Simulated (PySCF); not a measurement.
CH7NOSn. Atoms are numbered in the order given.

```xyz
11

Sn     0.2302     0.0300     0.4845
N      1.8628     0.2625    -0.7286
O     -1.3623    -0.6717    -0.5200
C     -1.9320     0.0658    -1.5670
H      0.5421    -1.2132     1.6123
H     -0.1548     1.5862     1.1068
H      1.7862     1.0382    -1.3866
H      2.1002    -0.5744    -1.2616
H     -2.7797    -0.5039    -1.9884
H     -2.3308     1.0509    -1.2428
H     -1.2239     0.2595    -2.4009
```

Coordinates come from a B3LYP-D3(BJ)/def2-SVP optimisation. The structure was generated by enumeration; whether it is a known compound was not checked. The def2 effective core potentials stand for the cores of Sn; spin–orbit coupling is left out. One conformer was computed; it need not be the lowest.

The numbers are results of CAM-B3LYP/def2-TZVP (PySCF), not measurements.

ESP charges are fitted to the potential on shells at 1.4 to 2.0 van der Waals radii. Atomic charges (e):

```
atom    Mulliken  ESP fit
----  ----------  -------
Sn1         0.85     0.86
N2         -0.77    -1.02
O3         -0.55    -0.50
C4    (withheld)    -0.05
H5         -0.06    -0.10
H6         -0.07    -0.11
H7    (withheld)     0.37
H8    (withheld)     0.38
H9    (withheld)     0.09
H10   (withheld)     0.05
H11   (withheld)     0.04
```

Task: Fill in the missing entries. (The exact figures need the calculation; the answer reports its results.)

Result: 
- C4, Mulliken: -0.17
- H7, Mulliken: 0.23
- H8, Mulliken: 0.23
- H9, Mulliken: 0.12
- H10, Mulliken: 0.10
- H11, Mulliken: 0.09
